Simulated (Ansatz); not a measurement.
Ag4O⁻, relaxed as a doublet with UKS PBE-D4/def2-SVPD in Ansatz, starting from the GFN1-xTB geometry. Force threshold 0.02 eV/Å.

In the def2 sets Ag takes a core potential; there is no spin–orbit coupling. The structure comes from a short search, and lower isomers may exist.

Start:

```xyz
5

O    -2.112    0.737    0.214
Ag    1.621    0.027   -0.892
Ag   -0.521   -0.413    0.788
Ag   -0.737    1.369   -1.314
Ag    1.750   -1.719    1.204
```

```json
{"step": "1", "energy (eV)": "-18043.4108", "largest force component (eV/Å)": "0.296", "SCF passes": "23"}
{"step": "2", "energy (eV)": "-18043.4444", "largest force component (eV/Å)": "0.208", "SCF passes": "26"}
{"step": "3", "energy (eV)": "-18043.4511", "largest force component (eV/Å)": "0.087", "SCF passes": "25"}
{"step": "4", "energy (eV)": "-18043.4517", "largest force component (eV/Å)": "0.016", "SCF passes": "27"}
```

Force components are those of the run's own axes.

End:

```xyz
5

O    -2.065    0.760    0.156
Ag    1.555    0.047   -0.886
Ag   -0.529   -0.452    0.844
Ag   -0.764    1.403   -1.339
Ag    1.802   -1.758    1.224
```

By distances, no bond broke or formed. The bond that changes most is O1–Ag4, from 2.15 to 2.08 Å (atoms count from 1).

No frequencies were taken in this run, so the end may be a saddle point.

Hardware: 4 threads of Arm Neoverse V2 on a shared host. Wall time 15 s.
